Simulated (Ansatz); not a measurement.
`BO[SiH2][SiH2]O` + CH₃SH → `BO[SiH2]SC` + silanol  (cleavage of the Si–Si bond)

Isolated molecules relaxed with PBE0-D4/def2-TZVP in Ansatz; ΔE leaves out vibrations. CCSD(T)/CBS adds triple-zeta CCSD(T) − MP2 to the extrapolated MP2 energy (def2 sets, frozen cores). This one scheme is used for every species. DFT in def2-TZVPP. B3LYP here is the variant with VWN-RPA as its local correlation; programs differ in this. Each species was taken in one conformer, which may not be the lowest.

`BO[SiH2][SiH2]O`:

```xyz
12

B     0.324   -0.980   -2.307
O     0.844   -0.841   -1.072
Si    0.175   -1.031    0.440
Si   -0.024    1.070    1.457
O    -1.039    1.950    0.493
H     1.027   -0.727   -3.244
H    -0.812   -1.354   -2.444
H     1.093   -1.897    1.225
H    -1.147   -1.706    0.322
H     1.306    1.731    1.589
H    -0.571    0.911    2.837
H    -1.174    2.874    0.705
```

CH₃SH:

Z-matrix (Å, degrees):
```
C
S 1 1.806
H 1 1.089 2 111.5
H 1 1.089 2 111.5 3 -123.8
H 1 1.090 2 106.2 3 118.1
H 2 1.342 1 97.1 3 61.9
```

`BO[SiH2]SC`:

Z-matrix (Å, degrees):
```
Si
O 1 1.660
S 1 2.108 2 112.1
H 1 1.478 2 107.6 3 117.0
H 1 1.486 2 107.5 3 -121.1
B 2 1.347 1 130.7 3 99.3
C 3 1.818 1 99.4 2 -69.4
H 6 1.205 2 120.0 1 1.7
H 6 1.198 2 118.2 1 -178.1
H 7 1.090 3 111.1 1 69.2
H 7 1.090 3 111.1 1 -53.7
H 7 1.089 3 106.7 1 -172.4
```

`O[SiH3]`:

Cartesian coordinates in Å:
```
O 0.717 0.583 0.888
Si -0.248 -0.278 -0.133
H 1.170 1.350 0.536
H -1.354 0.557 -0.678
H -0.805 -1.387 0.673
H 0.521 -0.825 -1.285
```

```
             level  ΔE (kcal/mol)  difference from CCSD(T)/CBS
            PBE-D4          -16.5                          2.8
           PBE0-D4          -17.2                          2.1
          B3LYP-D4          -18.0                          1.3
           ωB97X-V          -18.0                          1.3
           ωB97M-V          -19.7                         -0.4
            B2PLYP          -18.8                          0.5
               PBE          -16.0                          3.3
            r2SCAN          -18.7                          0.6
     HF/def2-TZVPP          -18.8                          0.5
    MP2/def2-TZVPP          -21.3                         -2.0
   CCSD/def2-TZVPP          -18.3                          1.0
CCSD(T)/def2-TZVPP          -18.7                          0.6
     HF/def2-QZVPP          -18.9                          0.4
    MP2/def2-QZVPP          -21.6                         -2.3
SCS-MP2/def2-QZVPP          -20.7                         -1.4
      HF/CBS(def2)          -18.9                          0.4
       CCSD(T)/CBS          -19.3                            0
```

Largest T1 diagnostic among the species: 0.013.

From PBE to PBE0 (25 % exact exchange), in def2-TZVPP and without D4, ΔE moves by −0.8 kcal/mol. The D4 term adds −0.9 kcal/mol with B3LYP and −0.5 kcal/mol with PBE0; it sums over pairs of atoms, weighted by their polarisabilities, and B3LYP, whose exchange is more repulsive, gets the larger term.

CCSD(T)/CBS has its own doubt, a few kJ/mol and more with outer-core shells, so smaller differences from it don't rank the levels.
